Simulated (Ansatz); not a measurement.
`N#[C][In]([Cl])[Cl]`, charge 0, multiplicity 1.

**Question.** Give a relaxed structure at PBE0-D4/def2-TZVP (Ansatz). (Best estimate.)

**Answer.** Computed: 
Cartesian coordinates in Å:
```
N -0.8894 1.7828 1.7368
C -0.4993 1.0065 0.9796
In 0.2021 -0.4040 -0.3937
Cl -0.9274 -0.7946 -2.3452
Cl 2.1140 -1.5907 0.0225
```
Point group C2v.
